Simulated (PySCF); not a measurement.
Ga(Br)2(NH2) (Br₂GaH₂N), SMILES [NH2][Ga]([Br])[Br]. Atoms are numbered in the order given.

```xyz
6

Ga     0.0000     0.0000    -0.5661
Br     0.0000     1.9702     0.5697
Br     0.0000    -1.9702     0.5697
N      0.0000     0.0000    -2.3571
H      0.0000    -0.8470    -2.9142
H      0.0000     0.8470    -2.9142
```
Charge 0, spin multiplicity 1.

Coordinates come from a r2SCAN-D4/def2-SVP optimisation. The structure was generated by enumeration; whether it is a known compound was not checked. One conformer was computed; it need not be the lowest.

The numbers are results of PBE/def2-TZVP run with PySCF, not measurements.

The molecule is in vacuum.

Question: Estimate the frontier levels, gap, dipole moment and polarisability. (An estimate is asked for; the answer gives what the named calculation found.)

Answer: 
The highest occupied level is -6.58 eV and the lowest empty level is -2.20 eV. The orbital gap is 4.38 eV and the dipole moment is 2.46 D. The quadrupole, principal values (traceless, Buckingham form, about the centre of nuclear charge) comes out as -4.58, -2.33, 6.92 D·Å and the mean static polarisability comes out as 76.2 bohr³ (11.29 Å³). The polarisability, principal values is 53.8, 79.1, 95.7 bohr³.
